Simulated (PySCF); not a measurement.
Gas-phase reaction: 2 Zn + 3 C2H4 → 2 ZnCH3 + C4H6 (butadiene). Level: PBE0/def2-QZVP†; standard pressure 1 bar.

Computed with PySCF and rigid-rotor harmonic-oscillator thermochemistry at 1 bar. † marks an energy on the PBE0/def2-TZVP geometry and frequencies. Open shells (unrestricted): ZnCH3 (multiplicity 2); the rest are closed-shell singlets. Zn: all electrons, no relativistic terms. ZnCH3: computed as isolated molecules; such fragments, hydroxides, amides, oligomers or adducts are transient or little studied in the gas. The harmonic model lacks anharmonicity and excited electronic states, which grow with temperature; levels with a mode under 35 cm⁻¹ are left out. Internal rotation in C4H6 (butadiene) is treated as a harmonic vibration of one conformer, which makes the entropy rough.

```tsv
T (K)	1000/T (1/K)	log10 K
800	1.2500	-14.30
1000	1.0000	-13.33
1200	0.8333	-12.66
1400	0.7143	-12.17
1600	0.6250	-11.80
1800	0.5556	?
```

Task: Fit log10 K = a + b·(1000/T) to the five rows, get the mean ΔH° and ΔS°, and predict log10 K at 1800 K.

Result: Means: 1000/T = 0.8845, log10 K = -12.852. Sums of products about the means: Sxy = -0.98335, Sxx = 0.245860, so b = Sxy/Sxx = -4.00 and a = -12.852 − (-4.00)×0.8845 = -9.31.
ΔH° = −R ln 10 × 1000 K × b = −19.145 × (-4.00) = 77 kJ; ΔS° = R ln 10 × a = -178 J/K. The run's own values go from 73 kJ and -182 J/K at 800 K to 84 kJ and -173 J/K at 1800 K.
Prediction at 1800 K: -9.31 + (-4.00)×0.5556 = -11.53. The computed value is -11.50, 0.03 from the line.
For scale, ΔH°(298 K) is 67 kJ at this level, 107 kJ at ωB97M-V/def2-TZVP†, and runs from 5 to 155 kJ over the 20 levels computed.
